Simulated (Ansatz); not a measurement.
A CCSD(T) single point on GeH6O2Si, SMILES `O[SiH2][GeH2][OH]`.

```yaml
crystal:
  periodic: [false, false, false]
  atoms:
    - {symbol: O, position_ang: [-0.274351, 1.830371, -1.601087]}
    - {symbol: Si, position_ang: [-0.172250, 1.294622, -0.040671]}
    - {symbol: Ge, position_ang: [-0.064355, -1.092805, 0.046309]}
    - {symbol: O, position_ang: [0.404698, -1.459054, 1.737601]}
    - {symbol: H, position_ang: [0.482023, 1.686406, -2.171175]}
    - {symbol: H, position_ang: [-1.399627, 1.781116, 0.632181]}
    - {symbol: H, position_ang: [1.027968, 1.840786, 0.651984]}
    - {symbol: H, position_ang: [-1.400701, -1.803616, -0.270330]}
    - {symbol: H, position_ang: [1.003808, -1.678377, -0.912253]}
    - {symbol: H, position_ang: [0.392778, -2.399450, 1.927440]}
basis:
  gaussian: {orbitals: def2-SVP}
correlation: {method: ccsd_t}
```

```sh
$ ansatz run in.yaml --threads 4 --pin off --events-out ev --progress --plain --max-ram 10444MiB
```

Log, shortened:

```
Functional definition: HF
1049 factors; integrals over basis functions are off by at most 1.2e-3 eV
mean field evaluation 1: about -68489.4790 eV, gradient 4.5e1 eV
mean field evaluation 2: about -68489.4810 eV, gradient 4.5e1 eV
mean field evaluation 4: about -68493.5801 eV, gradient 2.9e0 eV
mean field evaluation 8: about -68493.6131 eV, gradient 1.8e-4 eV
mean field -68493.61309574 eV, -2517.0938546301 hartree, gradient 9.8e-7 eV, S^2 0.000000; 0 other end points of the search recorded, 0 dependent functions left out
16 core orbitals not correlated: weight in the atoms' cores, before any rotation towards them, 1.000 or more for the frozen orbitals, at most 0.000 for the correlated occupied ones
reference -68493.61309574 eV, -2517.0938546301 hartree; 18, 18 occupied and 74, 74 virtual orbitals, 1049 factors
second order -19.21171899 eV of doubles, -0.00000000 eV of singles
cycle   1  -19.43170678 eV  change   -2.2e-1 eV  update   1.1e-1
cycle   2  -20.00390500 eV  change   -5.7e-1 eV  update   3.1e-2
cycle   3  -20.12026344 eV  change   -1.2e-1 eV  update   1.5e-2
cycle   4  -20.10933531 eV  change    1.1e-2 eV  update   3.3e-3
cycle   5  -20.10952575 eV  change   -1.9e-4 eV  update   1.5e-3
cycle   6  -20.10979693 eV  change   -2.7e-4 eV  update   4.4e-4
cycle   7  -20.10949776 eV  change    3.0e-4 eV  update   1.8e-4
cycle   8  -20.10946865 eV  change    2.9e-5 eV  update   6.4e-5
cycle   9  -20.10949263 eV  change   -2.4e-5 eV  update   2.5e-5
perturbative correction -0.47340001 eV, -0.0173971294 hartree
Total energy: -68514.19598838 eV, -2517.8502619828 hartree
```

It took 5 s on 4 threads of an Arm Neoverse V2 on a shared host, with 0.48 GiB of host memory at the peak.

The correlation energy is -20.583 eV, 2.3 % of it from (T); the T1 diagnostic reads 0.0115.
